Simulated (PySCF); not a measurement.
Spinor energies of Hg³⁸⁺ (mercury, charge +38)

Start: [Kr] 4d6; 4d3/2 filled at m_j = -3/2, -1/2, +1/2, +3/2; 4d5/2 filled at m_j = +3/2, +5/2. Calculated with PySCF 2.14 in an uncontracted even-tempered set (16 s from 4.3 bohr⁻², ratio 2.8; 14 p from 5.6 bohr⁻², ratio 2.8; 9 d from 5.6 bohr⁻², ratio 2.8; 3 f from 23 bohr⁻², ratio 3): generalised Hartree-Fock with the X2C-1e Hamiltonian and a Gaussian nucleus; one run each with spin-orbit coupling (SO) switched off, then screened by Boettger's factors.

| spinor shell | electrons | ε, spin-free (eV) | ε, screened SO (eV) | weight of nominal j (screened SO) | rms radius, screened SO (bohr) |
| --- | --- | --- | --- | --- | --- |
| 1s1/2 | 2 | -85211.7 | -85176.8 | 1.000 | 0.0187 |
| 2s1/2 | 2 | -16613.3 | -16601.4 | 1.000 | 0.0756 |
| 2p1/2 | 2 | -14567.4 | -15973.5 | 1.000 | 0.0640 |
| 2p3/2 | 4 | -14567.4 | -14016.8 | 1.000 | 0.0721 |
| 3s1/2 | 2 | -5238.5 | -5234.0 | 1.000 | 0.191 |
| 3p1/2 | 2 | -4635.0 | -4954.6 | 1.000 | 0.183 |
| 3p3/2 | 4 | -4635.0 | -4505.9 | 1.000 | 0.198 |
| 3d3/2 | 4 | -3998.0 | -4055.8 | 1.000 | 0.173 |
| 3d5/2 | 6 | -3998.0 | -3955.2 | 1.000 | 0.178 |
| 4s1/2 | 2 | -2264.1 | -2262.3 | 1.000 | 0.397 |
| 4p1/2 | 2 | -2037.0 | -2143.0 | 0.999 | 0.398 |
| 4p3/2 | 4 | -2037.0 | -1992.8 | 0.999 | 0.428 |
| 4d3/2 | 4 | -1797.3 | -1810.2 | 0.987 | 0.412 |
| 4d5/2 | 2 | -1797.3 | -1782.3 | 0.987 | 0.420 |

| quantity | spin-free | screened SO |
| --- | --- | --- |
| E (hartree) | -18743.84424 | -18777.36445 |
| M_J | 4 | 4 |
| ⟨J²⟩ | 20.001 | 20.008 |
| ⟨L²⟩ | 6.000 | 12.582 |
| ⟨S²⟩ | 6.000 | 3.069 |

Each row is a mean over spinors that exchange with the open shell spreads, by up to 23.711 eV (4p3/2).

Breit and QED terms are absent; they matter most for the inner s and p1/2 levels.

Densities and radii are taken from the X2C orbitals without a picture-change correction, which distorts them close to the nucleus.

Without spin-orbit coupling the j labels of p, d and f shells carry no meaning; the spin-free column gives the mean over the occupied spinors of each nl shell.
